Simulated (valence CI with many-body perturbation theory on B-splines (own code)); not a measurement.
Level structure of Eu24+

Computed by valence CI with perturbative core correlation (CI+MBPT): three valence electrons over a frozen Dirac-Fock core [Kr], radial functions for each j: 7 s, 7 p, 8 d, 6 f, 4 g, 1 h, with the one-electron correlation potential Σ1, the two-electron term Σ2, the three-electron term Σ3, Breit, model QED; selected CI, second order for the rest, scaled by the run's own slope (own B-spline code, finite nucleus).

No measured levels were compared; by estimate terms of the open shell hold to 2 to 4 % of their energy, and close levels can change places. The list stops below the first excitations out of the core.

Levels 1 to 19 of 19, with energies above the lowest level, (4d3/2^3) J=3/2. "Leading %" is the weight of the configuration and term that name the level; weights of strongly mixed levels are sums over their largest components and can fall short. In the jj column 3d3/2^4 stands for four electrons in 3d with j = 3/2. Lifetimes count E1, E2, E3, M1 and M2 decay at the calculated energies, and are blank where another channel may lead or the interval is too uncertain; long ones can be off by a factor of two.

```
No.  Configuration  Term     J  E (eV)  Leading %  Second component      g  Lifetime             Leading jj
  1            4d3    4F   3/2   0.000         65       27 % 4d3 2D  0.590                   4d3/2^3 (89 %)
  2            4d3    4F   5/2   4.975         90        9 % 4d3 2D  1.044    497 μs   4d3/2^2 4d5/2 (95 %)
  3            4d3    4P   3/2   7.234         43       31 % 4d3 2P  1.291    500 μs   4d3/2^2 4d5/2 (92 %)
  4            4d3    4F   7/2   7.403         60       33 % 4d3 2G  1.114   5.55 ms   4d3/2^2 4d5/2 (81 %)
  5            4d3    2G   9/2   8.130         43       32 % 4d3 2H  1.101    449 ms   4d3/2^2 4d5/2 (92 %)
  6            4d3    4P   1/2   8.445         65       34 % 4d3 2P  1.978   1.45 ms   4d3/2^2 4d5/2 (98 %)
  7            4d3    4P   5/2  12.868         75       16 % 4d3 2D  1.472    879 μs   4d3/2^2 4d5/2 (60 %)
  8            4d3    2G   7/2  13.030         57       39 % 4d3 4F  1.034    196 μs   4d3/2 4d5/2^2 (87 %)
  9            4d3    4F   9/2  13.823         52       47 % 4d3 2H  1.129    346 μs   4d3/2 4d5/2^2 (85 %)
 10            4d3    2D   3/2  15.301         42       41 % 4d3 4P  1.158    126 μs   4d3/2 4d5/2^2 (97 %)
 11            4d3    2P   1/2  16.040         65       34 % 4d3 4P  1.354    224 μs   4d3/2 4d5/2^2 (98 %)
 12            4d3    2H  11/2  16.740        100                    1.089    721 μs  4d3/2 4d5/2^2 (100 %)
 13            4d3    2D   5/2  17.644         80       11 % 4d3 2F  1.155    320 μs   4d3/2 4d5/2^2 (63 %)
 14            4d3    2F   5/2  18.545         62       22 % 4d3 2D  1.048    380 μs   4d3/2 4d5/2^2 (88 %)
 15            4d3    2F   7/2  19.427         89       10 % 4d3 2G  1.116    468 μs   4d3/2 4d5/2^2 (94 %)
 16            4d3    2G   9/2  21.406         57       22 % 4d3 4F  1.117    140 μs         4d5/2^3 (92 %)
 17            4d3    2P   3/2  22.396         52       35 % 4d3 2D  1.152    139 μs         4d5/2^3 (59 %)
 18            4d3    2D   3/2  27.123         90        7 % 4d3 2P  0.864    131 μs   4d3/2 4d5/2^2 (59 %)
 19            4d3    2D   5/2  28.949         71       20 % 4d3 2F  1.156   74.7 μs         4d5/2^3 (84 %)
```

Where two levels of one J and parity lie close, their mixing, g and order are uncertain.

The ionisation energy to 4d2 3F_2 of the next ion comes out as 796.73 eV (NIST: 795 ± 4 eV (theoretical)). All 19 levels together are meant to be complete up to 91.715 eV.
